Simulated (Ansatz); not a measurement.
Vertical singlet–triplet gap (eV) of eight silicon and germanium compounds: PBE beside PBE0, computed with Ansatz (a quantum-chemistry and plane-wave program) for isolated molecules in the bases named; differences from unrounded values. The eight are the first of their class met in an unordered collection, after screening for sound electronic states; none was chosen by its value. Functionals give these values as differences of separate SCF runs (ΔSCF), EOM-CCSD as a root; each molecule has one DFT geometry for both levels.

```json
[
 {"molecule": "C3H8OSi, SMILES O[C@H]1C[C@H]1[SiH3]", "basis": "def2-TZVPD", "PBE0": "6.43", "PBE": "5.96", "difference": "-0.47"},
 {"molecule": "C4H7FSi, SMILES C[Si@H]1C=C[C@H]1F", "basis": "def2-SVPD", "PBE0": "4.18", "PBE": "4.28", "difference": "0.10"},
 {"molecule": "C2H4N2OSi, SMILES O[SiH]1N=CC=N1", "basis": "def2-SVPD", "PBE0": "2.94", "PBE": "(withheld)", "difference": "(withheld)"},
 {"molecule": "GeH₇NOSi, SMILES N[SiH2][O][GeH3]", "basis": "def2-SVPD", "PBE0": "6.40", "PBE": "5.94", "difference": "-0.46"},
 {"molecule": "C3H9NSi, SMILES NC/C=C/[SiH3]", "basis": "def2-TZVPD", "PBE0": "4.02", "PBE": "4.04", "difference": "0.02"},
 {"molecule": "GeH7NOSi, SMILES [NH]([GeH2][OH])[SiH3]", "basis": "def2-SVPD", "PBE0": "5.73", "PBE": "(withheld)", "difference": "(withheld)"},
 {"molecule": "CH10FNSi3, SMILES C[Si@H](F)N([SiH3])[SiH3]", "basis": "def2-SVPD", "PBE0": "5.85", "PBE": "(withheld)", "difference": "(withheld)"},
 {"molecule": "CH₉ClOSi₃, SMILES C[SiH2]O[Si@H]([SiH3])Cl", "basis": "def2-SVPD", "PBE0": "5.64", "PBE": "5.23", "difference": "-0.41"}
]
```

### Question
What belongs in the gaps? (The exact figures need the calculation; the answer reports its results.)

### Answer

- C2H4N2OSi, SMILES O[SiH]1N=CC=N1, PBE: 2.57
- C2H4N2OSi, SMILES O[SiH]1N=CC=N1, difference: -0.37
- CH10FNSi3, SMILES C[Si@H](F)N([SiH3])[SiH3], PBE: 5.37
- CH10FNSi3, SMILES C[Si@H](F)N([SiH3])[SiH3], difference: -0.48
- GeH7NOSi, SMILES [NH]([GeH2][OH])[SiH3], PBE: 5.35
- GeH7NOSi, SMILES [NH]([GeH2][OH])[SiH3], difference: -0.38

PBE lies below PBE0 in 6 and above it in 2 of the eight; the mean signed difference is -0.31 and the largest -0.48 eV.
